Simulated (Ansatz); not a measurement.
Dissociation curve of SiH (cation, charge +1), singlet.

Methods: RKS-PBE = restricted PBE/aug-cc-pVTZ (Ansatz, a first-principles code); UKS-PBE = unrestricted PBE/aug-cc-pVTZ (Ansatz); UKS-B3LYP = Ansatz with unrestricted B3LYP/aug-cc-pVTZ; FCI = Ansatz with full CI/aug-cc-pVTZ, frozen core.

Energies relative to the lowest point of each curve near equilibrium, in kcal/mol; the last columns give the error against full CI:

```csv
R / Å,RKS-PBE,UKS-PBE,UKS-B3LYP,FCI,RKS-PBE − FCI,UKS-PBE − FCI,UKS-B3LYP − FCI
1.24,24.0,24.0,22.1,21.6,2.4,2.4,0.6
1.32,11.2,11.2,9.9,9.4,1.8,1.8,0.5
1.37,6.1,6.1,5.1,4.8,1.3,1.3,0.4
1.44,1.8,1.8,1.3,1.1,0.7,0.7,0.2
1.45,1.4,1.4,1.0,0.8,0.6,0.6,0.2
1.52,0.0,0.0,0.0,0.0,0.0,0.0,0.0
1.58,0.2,0.2,0.6,0.8,-0.5,-0.5,-0.1
1.61,0.8,0.8,1.3,1.6,-0.8,-0.8,-0.2
1.65,1.8,1.8,2.6,2.9,-1.1,-1.1,-0.3
1.77,6.8,6.8,8.3,8.8,-2.0,-2.0,-0.5
1.86,11.7,11.7,13.7,14.2,-2.5,-2.5,-0.5
2.07,24.9,24.9,27.9,27.9,-3.1,-3.1,0.0
2.30,39.7,39.7,43.7,42.2,-2.5,-2.5,1.5
2.54,53.9,53.9,57.5,54.3,-0.4,-0.4,3.2
2.71,62.7,61.1,63.8,60.9,1.9,0.2,2.9
3.06,77.5,68.1,70.7,69.6,7.9,-1.5,1.1
3.32,85.7,70.1,73.2,73.0,12.7,-3.0,0.1
3.77,95.4,71.7,75.1,75.8,19.6,-4.0,-0.7
4.12,99.9,72.5,75.8,76.6,23.3,-4.0,-0.8
4.58,103.3,73.1,76.3,77.0,26.3,-3.9,-0.7
5.35,105.4,73.2,76.7,77.2,28.2,-4.1,-0.5
6.10,105.7,72.8,76.8,77.3,28.3,-4.5,-0.5
```

RKS-PBE is furthest from FCI at 6.10 (28.3 kcal/mol, above); its mean absolute error over the points is 7.6 kcal/mol.

UKS-PBE is furthest from FCI at 6.10 (-4.5 kcal/mol, below); its mean absolute error over the points is 2.0 kcal/mol.

UKS-B3LYP is furthest from FCI at 2.54 (3.2 kcal/mol, above); its mean absolute error over the points is 0.7 kcal/mol.

The restricted form behind RKS-PBE keeps the bonding electrons paired and can't separate into open-shell fragments. The unrestricted solution behind UKS-PBE changes between 2.71 and 3.06 Å, which can leave a kink. The unrestricted determinant behind UKS-PBE, UKS-B3LYP is spin-contaminated at 2.54 to 6.10 Å (<S²> up to 1.0, against 0.00 for a pure singlet).
